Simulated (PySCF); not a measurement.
Numbering as in the mapped SMILES `[CH3:1][O:2][C@H:3]1[O:4][SiH2:5][C:6]([F:7])=[CH:8][SiH2:9]1` (H(Xn): hydrogen on atom n). Ha(Si5), Ha(Si9) are cis to O2 on the ring; Hb(Si5), Hb(Si9) are trans to O2 on the ring.

[PySCF: σ from GIAO-PBE0/pcSseg-1; structure optimised with GFN2-xTB; no relativistic terms; rapidly exchanging positions averaged; one computed conformer; no solvent model]

Shifts are taken against calculated references (same method and geometry level): ¹³C (186.93 ppm), ¹H (31.72 ppm), ²⁹Si (349.16 ppm) vs TMS; H2O for ¹⁷O (336.08 ppm); ¹⁹F (170.95 ppm) against CFCl3.

| atoms | nucleus | count | δ (ppm) |
| --- | --- | --- | --- |
| O2 | ¹⁷O | 1 | 71.9 |
| H(C8) | ¹H | 1 | ? |
| Ha(Si9) | ¹H | 1 | 4.31 |
| Ha(Si5) | ¹H | 1 | 5.16 |
| C6 | ¹³C | 1 | 184.5 |
| Hb(Si9) | ¹H | 1 | 4.68 |
| F7 | ¹⁹F | 1 | -58.5 |
| C8 | ¹³C | 1 | 115.5 |
| Si5 | ²⁹Si | 1 | ? |
| H(C1) | ¹H | 3 | ? |
| C1 | ¹³C | 1 | 58.5 |
| O4 | ¹⁷O | 1 | 58.0 |
| C3 | ¹³C | 1 | ? |
| H(C3) | ¹H | 1 | 5.05 |
| Si9 | ²⁹Si | 1 | ? |
| Hb(Si5) | ¹H | 1 | 4.82 |

Estimate the values marked ?.

Answers


- C3: 99.2 ppm, sp3 carbon bearing two oxygens; 2 electronegative neighbours deshield it
- H(C8): 6.14 ppm, hydrogen on an alkene CH; a vinylic proton, deshielded by the sp2 carbon and the C=C anisotropy
- H(C1): 3.69 ppm, hydrogen on a methyl carbon bonded to O; its carbon carries O, which withdraws density
- Si5: -46.7 ppm, silicon bonded to C, O, 2 H, in a 6-membered ring
- Si9: -55.0 ppm, silicon bonded to 2 C, 2 H, in a 6-membered ring

Shifts are as computed. Against solution values, carbons near 30 ppm lie about +3 ppm off and those near 130 ppm about +5 ppm. Of 1309 compounds with measured shifts, 239 miss one by over three times the rms of a fit or turn the order of signals round; such compounds aren't used in these exercises. Unscaled 19F shifts against computed CFCl3 carry errors that often reach 10 to 50 ppm. Experimental scales use liquid or dissolved standards, which lie at an offset from isolated H2O (liquid H2O: subtract about 36 ppm).
